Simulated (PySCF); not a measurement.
Species: C₇H₇BS.
SMILES: `C#CCBc1cccs1`

Method used: PySCF 2.14.0, density-fitted response routines, TDDFT wB97X-D/def2-SVPD, vertical, gas phase, core orbitals frozen in the response. Isolated species at its GFN2-xTB geometry (one conformer only). Torsions of this conformer, `[CH:1]#[C:2][CH2:3][BH:4][c:5]1[cH:6][cH:7][cH:8][s:9]1`: C2–C3–B4–C5 11°, C3–B4–C5–C6 1°.

Computed states:

```
state  E (eV)       f
   S1    4.89   0.213
   S2    5.03   0.107
   S3    5.15   0.018
   S4    5.84  0.0062
   S5    6.31  0.0034
   S6    6.58  0.0005
   S7    6.66  0.0005
   S8    6.74  0.0024
```

Each state is given a Gaussian of 0.3 eV full width at half maximum, with ε(max) = 2.175×10⁸ f / Δν̃ (Δν̃ the width in cm⁻¹). The width is an assumption, not a result. The curve ends short of the highest state used, and states not computed would add to its high-energy end.

Problem. Give the broadened spectrum and its maxima.

Solution. 
(E (eV), ε (L mol⁻¹ cm⁻¹)): (4.44, 41), (4.50, 194), (4.55, 593), (4.61, 1859), (4.67, 4695), (4.73, 9599), (4.79, 15999), (4.85, 21959), (4.91, 25177), (4.96, 24914), (5.02, 21529), (5.08, 16309), (5.14, 10908), (5.20, 6433), (5.26, 3324), (5.32, 1493), (5.38, 577), (5.43, 234), (5.49, 80), (5.55, 60), (5.61, 118), (5.67, 239), (5.73, 395), (5.79, 524), (5.84, 560), (5.90, 496), (5.96, 357), (6.02, 222), (6.08, 152), (6.14, 161)

Maxima: 251 nm (4.93 eV), ε about 25000, made up of S1 (71%) and S2 (28%); 212 nm (5.84 eV), ε about 560, made up of S4 (100%) (ε in L mol⁻¹ cm⁻¹; maxima over ε = 5, shares over 10%). At its high-energy end, 6.14 eV, the curve is still rising (ε about 160, from S4 and S5).

Problem. Coming from long wavelengths, where does ε first pass 100 L mol⁻¹ cm⁻¹?

Solution. At about 277 nm (4.47 eV), 0.41 eV below S1.

Problem. Does any computed singlet lie in the visible range?

Solution. No computed singlet lies in the visible range (380 to 750 nm); the lowest, at 254 nm, stands 1.62 eV above its violet end (3.26 eV).

Problem. What would ε be at 4.93 eV, the highest of these maxima, with half the width (0.15 eV)?

Solution. About 35800 L mol⁻¹ cm⁻¹ against 25400, a factor of about 1.4; a lone state at its own centre would give exactly 2.
